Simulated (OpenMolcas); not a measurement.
**neutral tungsten: effect of the active space**

```yaml
Program: OpenMolcas
Method: MS-CASPT2 or its RAS form, IPEA 0.25 Eh, imaginary shift 0.1 Eh
Basis: ANO-RCC-VTZP
Scalar_Hamiltonian: DKH2, point nucleus
Spin-orbit_coupling: state interaction with AMFI integrals over the reference wave functions, term energies averaged over their components
```

A. 4 electrons in 5 orbitals (5d); 2S+1 = 5 even, 5 roots; 2S+1 = 3 even, 45 roots; 2S+1 = 1 even, 50 roots (49 in the spin-orbit step); closed shells correlated: 5s 5p 6s; CASPT2 step of the order of 50 core-seconds
B. 6 electrons in 6 orbitals (5d 6s); 2S+1 = 7 even, 1 root; 2S+1 = 5 even, 23 roots; 2S+1 = 3 even, 55 roots (35 in the spin-orbit step); 2S+1 = 1 even, 30 roots; closed shells correlated: 5s 5p; CASPT2 step roughly 60 core-seconds
C. 6 electrons in 9 orbitals (RAS2 5d 6s; RAS3 6p, at most 2 electrons); 2S+1 = 5 even, 30 roots; 2S+1 = 7 even, 1 root kept (CI in the orbitals of an earlier block); 2S+1 = 3 even, 83 roots kept (CI in the orbitals of an earlier block, 72 in the spin-orbit step); 2S+1 = 1 even, 44 roots kept (CI in the orbitals of an earlier block); 2S+1 = 5 odd, 48 roots; 2S+1 = 7 odd, 15 roots kept (CI in the orbitals of an earlier block); 2S+1 = 3 odd, 8 roots kept (CI in the orbitals of an earlier block); 2S+1 = 1 odd, 1 root kept (CI in the orbitals of an earlier block, 0 in the spin-orbit step); closed shells correlated: 5s 5p; CASPT2 step about 7 core-minutes

Energies in cm⁻¹ above 5d⁴ 6s² ⁵D₀, the measured ground level; measured values from NIST Handbook of Basic Atomic Spectroscopic Data.

| Level | A | B | C | Measured |
| --- | --- | --- | --- | --- |
| 5d⁴ 6s² ⁵D₀ [73 %] | 0.0 | 0.0 | 0.0 | 0.0 |
| 5d⁴ 6s² ⁵D₁ | 1954 | 1270 | 1414 | 1670 |
| 5d⁴ 6s² ⁵D₂ | 3920 | 2810 | 2990 | 3326 |
| 5d⁴ 6s² ⁵D₃ | 5620 | 4300 | 4460 | 4830 |
| 5d⁴ 6s² ⁵D₄ | 7050 | 5700 | 5830 | 6219 |
| 5d⁴ 6s² ³G₃ [52 %] | 15620 | 15940 | 14840 |  |
| 5d⁴ 6s² ³H₅ [63 %] | 16400 | 16750 | 16310 |  |
| 5d⁴ 6s² ³H₆ | 17900 | 18540 | 18190 |  |
| 5d⁴ 6s² ³D₁ [75 %] | 23690 | 20260 | 19270 |  |
| 5d⁴ 6s² ¹I₆ | 24980 | 25700 | 24950 |  |
| 5d⁴ 6s² ¹S₀ [73 %] | 25870 | 22610 | 21520 |  |

Deviations, from unrounded energies. A percentage is the sum of absolute deviations over the sum of measured energies, with the sign that they share, or ± where signs differ.

| Against measurement | Levels | A | B | C |
| --- | --- | --- | --- | --- |
| mean absolute deviation (cm-1) | 4 | 630 | 490 | 340 |
| fine structure of the ground term (%) | 4 | +15.6 | -12.2 | -8.4 |

C lies closest to measurement on these levels and A furthest from it. The largest miss of C in the table is 5d⁴ 6s² ⁵D₄, by -390 cm-1. The ranking rests on the paired levels alone, and a cruder setting can come out closer through cancelling errors.

The spin-orbit steps hold different terms of 5d⁴ 6s² (B lacks ¹D, a ¹G, a ³F, a ³P; C lacks a ¹D, a ³F, a ³P), which shifts levels as well.

The two smallest mean deviations differ by little beside CASPT2's spread within terms, so their order carries little weight.

Among A to C the level of the table that moves most is 5d⁴ 6s² ³D₁ [75 %], by 4400 cm-1 (lowest in C, highest in A). Moves below CASPT2's spread within the term are not significant.

CASPT2 does not keep the components of a term degenerate, so their means are used; among the terms shown or strongly mixed into the levels shown the widest spread is 1400 cm-1 (5d⁴ 6s² ¹I, C). Some high roots are left out of the spin-orbit mixing, which shifts the levels that they would mix with. The CASPT2 spread within a term exceeds the gap to the next term for 5d⁴ 6s² ³H and 5d⁴ 6s² ³F(1), 5d⁴ 6s² ¹S and 5d⁴ 6s² ¹I, so the order of their levels is uncertain, and so are names and mixing where such terms share a J (figures for A; the like holds for B, C). With the s shell closed, the reference lacks s² → p², s² → d² and s → d mixing, so excited terms can stand far too high and out of order, with CASPT2 too (holds for A). Some terms miss by over 15 % even with CASPT2, which points to a basis or an active space too small for the shells correlated (holds for A; B). Configurations are named by rounded mean occupations; where the s occupation lies near a half they are strongly mixed, a name can repeat and a true partner stay unpaired (holds for B; C). The lowest spin-free term belongs to 5d⁵ 6s, not to the configuration of the lowest level (holds for B; C). Blocks of more than 70 roots (2S+1 = 3 even) ran without multistate coupling (holds for C). Terms from blocks run as CI alone lack orbitals of their own (holds for C). No level of 5d⁵ 6p was computed, though it lies in the active space (holds for C). Computed and measured levels are paired by configuration, term and J; levels that our copy of the source lacks, or whose pairing is in doubt (as where it misses far off the trend of its configuration), stay unpaired and out of the deviations. Only configurations of the active space appear. The table leaves out levels that lie high or whose names do not pair safely across all columns.

A share in square brackets marks a mixed level and gives the weight of the term that names it, the lowest over the columns. A number in round brackets counts repeated terms of one configuration in the order of the reference energies.
